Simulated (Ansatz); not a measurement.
Input file for Ansatz (a program for electronic structure): U-PBE0/def2-TZVPP on AlS-, 2S+1 = 5, a spin state set in the input, which need not be the lowest. Charge -1.

Ansatz 0.2 input:
```yaml
crystal:
  periodic: [false, false, false]
  atoms:
    - {symbol: Al, position_ang: [0.00000000, 0.00000000, 0.00000000]}
    - {symbol: S, position_ang: [0.00000000, 0.00000000, 2.14700000]}
basis:
  gaussian:
    orbitals: def2-TZVPP
hamiltonian:
  xc: {name: PBE0}
total_charge: -1
magnetization: {spin_polarized: true, initial_magnetization: 4}
relax: {f_tol: 0.002, max_steps: 120}
```

Output:

```
WARN ansatz: RAYON_NUM_THREADS=2 ignored (pool sized by the plan → 2); use --threads N
Functional definition: PBE0
integrals: 0.02 GiB planned
615 factors; their error is unknown
mean field: 0.27 GiB planned
mean field evaluation 1: about -17417.4354 eV, gradient 2.3e1 eV
mean field evaluation 2: about -17415.6809 eV, gradient 3.3e1 eV
mean field evaluation 4: about -17422.9097 eV, gradient 1.2e0 eV
mean field evaluation 8: about -17422.9468 eV, gradient 4.0e-2 eV
mean field evaluation 16: about -17422.9468 eV, gradient 2.0e-5 eV
mean field -17422.94681924 eV, -640.2814859094 hartree, gradient 2.0e-5 eV, S^2 6.005083; 0 other end points of the search recorded, 0 dependent functions left out
the calculation of the forces begins
reference -17422.94683837 eV, -640.2814866126 hartree; 17, 13 occupied and 67, 71 virtual orbitals, 615 factors
relax step   1: F+E_penalty+E_count = -17422.94681924 eV  Δ(F+E_penalty+E_count) = +0.000e0 eV  max|allowed force component| = 2.437e0 eV/Å  Δτ_max = 0.0000 Å  (30 SCF iters, accepted)
these checks for a lower state are left out or cut short: starts, cluster_reference, orbital_swaps, neighbouring_geometries, increment
integrals: 0.02 GiB planned
615 factors; their error is unknown
mean field: 0.27 GiB planned
mean field -17423.13802368 eV, -640.2885125430 hartree, gradient 1.9e-5 eV, S^2 6.005358; 0 other end points of the search recorded, 0 dependent functions left out
the calculation of the forces begins
reference -17423.13804311 eV, -640.2885132572 hartree; 17, 13 occupied and 67, 71 virtual orbitals, 615 factors
relax step   2: F+E_penalty+E_count = -17423.13802368 eV  Δ(F+E_penalty+E_count) = -1.912e-1 eV  max|allowed force component| = 7.260e-1 eV/Å  Δτ_max = 0.0633 Å  (33 SCF iters, accepted)
these checks for a lower state are left out or cut short: starts, cluster_reference, orbital_swaps, neighbouring_geometries, increment
integrals: 0.02 GiB planned
615 factors; their error is unknown
mean field: 0.27 GiB planned
mean field -17423.16477413 eV, -640.2894956039 hartree, gradient 4.1e-5 eV, S^2 6.005607; 0 other end points of the search recorded, 0 dependent functions left out
the calculation of the forces begins
reference -17423.16479369 eV, -640.2894963230 hartree; 17, 13 occupied and 67, 71 virtual orbitals, 615 factors
relax step   3: F+E_penalty+E_count = -17423.16477413 eV  Δ(F+E_penalty+E_count) = -2.675e-2 eV  max|allowed force component| = 1.517e-1 eV/Å  Δτ_max = 0.0314 Å  (30 SCF iters, accepted)
these checks for a lower state are left out or cut short: starts, cluster_reference, orbital_swaps, neighbouring_geometries, increment
integrals: 0.02 GiB planned
615 factors; their error is unknown
mean field: 0.27 GiB planned
mean field evaluation 32: about -17423.1467 eV, gradient 1.1e-3 eV
mean field -17423.16624773 eV, -640.2895497577 hartree, gradient 3.8e-5 eV, S^2 6.005713; 0 other end points of the search recorded, 0 dependent functions left out
the calculation of the forces begins
reference -17423.16626734 eV, -640.2895504785 hartree; 17, 13 occupied and 67, 71 virtual orbitals, 615 factors
relax step   4: F+E_penalty+E_count = -17423.16624773 eV  Δ(F+E_penalty+E_count) = -1.474e-3 eV  max|allowed force component| = 8.803e-3 eV/Å  Δτ_max = 0.0105 Å  (31 SCF iters, accepted)
these checks for a lower state are left out or cut short: starts, cluster_reference, orbital_swaps, neighbouring_geometries, increment
integrals: 0.02 GiB planned
615 factors; their error is unknown
mean field: 0.27 GiB planned
mean field -17423.16625302 eV, -640.2895499521 hartree, gradient 2.3e-5 eV, S^2 6.005707; 0 other end points of the search recorded, 0 dependent functions left out
the calculation of the forces begins
reference -17423.16627263 eV, -640.2895506728 hartree; 17, 13 occupied and 67, 71 virtual orbitals, 615 factors
relax step   5: F+E_penalty+E_count = -17423.16625302 eV  Δ(F+E_penalty+E_count) = -5.290e-6 eV  max|allowed force component| = 1.043e-6 eV/Å  Δτ_max = 0.0006 Å  (24 SCF iters, accepted)
integrals: 0.02 GiB planned
615 factors; their error is unknown
mean field: 0.27 GiB planned
mean field evaluation 64: about -17420.7592 eV, gradient 2.3e-2 eV
mean field -17423.16625302 eV, -640.2895499521 hartree, gradient 2.3e-5 eV, S^2 6.005707; 3 other end points of the search recorded, 0 dependent functions left out
the calculation of the forces begins
reference -17423.16627263 eV, -640.2895506728 hartree; 17, 13 occupied and 67, 71 virtual orbitals, 615 factors
Total energy: -17423.16627263 eV, -640.2895506728 hartree
Atom 0 at     0.000000    -0.000000    -0.104536 Å, force     0.000000    -0.000000    -0.000001 eV/Å
Atom 1 at    -0.000000     0.000000     2.251536 Å, force    -0.000000     0.000000     0.000001 eV/Å
Dipole moment:     0.000000     0.000000     0.719684 e Å
```

Self-consistency was reached.

Cost: roughly 12 core-seconds.
